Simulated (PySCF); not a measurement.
Cl₃Ti, charge +1, multiplicity 1. Atoms are numbered in the order given.

```xyz
4

Ti     0.0000     0.0000     0.4818
Cl     1.7134     0.9892    -0.2078
Cl     0.0000    -1.9785    -0.2078
Cl    -1.7134     0.9892    -0.2078
```
Charge +1, spin multiplicity 1.

Coordinates come from a PBE0-D3(BJ)/def2-SVP optimisation. The spin state was assumed, not searched. The isomer is the one that the SMILES or the coordinates give; other isomers of the formula were not compared.

All values below come from TDA-PBE/def2-SVPD run with PySCF 2.14.0.

Vertical excitations; the highest root listed may be one member of a degenerate set. Gas-phase values at a fixed geometry. State labels are in the subgroup Cs.

Computed UV-visible absorptions:
```json
[
 {"state": "S1", "symmetry": "A\"", "energy (eV)": "2.73", "λ (nm)": "454", "f": "0.000", "main pairs": "HOMO→LUMO 100 %"},
 {"state": "S2", "symmetry": "A\"", "energy (eV)": "3.19", "λ (nm)": "389", "f": "0.001", "main pairs": "HOMO→LUMO+1, HOMO−2→LUMO (degenerate set)"},
 {"state": "S3", "symmetry": "A'", "energy (eV)": "3.19", "λ (nm)": "389", "f": "0.001", "main pairs": "HOMO→LUMO+2, HOMO−1→LUMO (degenerate set)"},
 {"state": "S4", "symmetry": "A'", "energy (eV)": "3.39", "λ (nm)": "366", "f": "0.007", "main pairs": "HOMO−1→LUMO (degenerate set)"},
 {"state": "S5", "symmetry": "A\"", "energy (eV)": "3.39", "λ (nm)": "366", "f": "0.007", "main pairs": "HOMO−2→LUMO (degenerate set)"},
 {"state": "S6", "symmetry": "A\"", "energy (eV)": "3.74", "λ (nm)": "332", "f": "0.000", "main pairs": "HOMO−1→LUMO+2 50 %, HOMO−2→LUMO+1 50 %"},
 {"state": "S7", "symmetry": "A'", "energy (eV)": "3.81", "λ (nm)": "326", "f": "0.009", "main pairs": "HOMO−1→LUMO+1 39 %, HOMO−2→LUMO+2 39 %, HOMO−3→LUMO 21 %"},
 {"state": "S8", "symmetry": "A\"", "energy (eV)": "3.83", "λ (nm)": "323", "f": "0.008", "main pairs": "HOMO−2→LUMO+1, HOMO−1→LUMO+2, HOMO−3→LUMO+2, HOMO→LUMO+4 (degenerate set)"},
 {"state": "S9", "symmetry": "A'", "energy (eV)": "3.83", "λ (nm)": "323", "f": "0.008", "main pairs": "HOMO−2→LUMO+2, HOMO−1→LUMO+1, HOMO−3→LUMO+1, HOMO→LUMO+3 (degenerate set)"},
 {"state": "S10", "symmetry": "A'", "energy (eV)": "3.96", "λ (nm)": "313", "f": "0.000", "main pairs": "HOMO−3→LUMO 67 %"},
 {"state": "T1", "symmetry": "A\"", "energy (eV)": "2.67", "λ (nm)": "464", "f": "0", "main pairs": "HOMO→LUMO 100 %"},
 {"state": "T2", "symmetry": "A\"", "energy (eV)": "3.01", "λ (nm)": "412", "f": "0", "main pairs": "HOMO→LUMO+1 (degenerate set)"},
 {"state": "T3", "symmetry": "A'", "energy (eV)": "3.01", "λ (nm)": "412", "f": "0", "main pairs": "HOMO→LUMO+2 (degenerate set)"},
 {"state": "T4", "symmetry": "A\"", "energy (eV)": "3.16", "λ (nm)": "392", "f": "0", "main pairs": "HOMO−2→LUMO 91 %"}
]
```
Triplets are in the Tamm–Dancoff approximation.
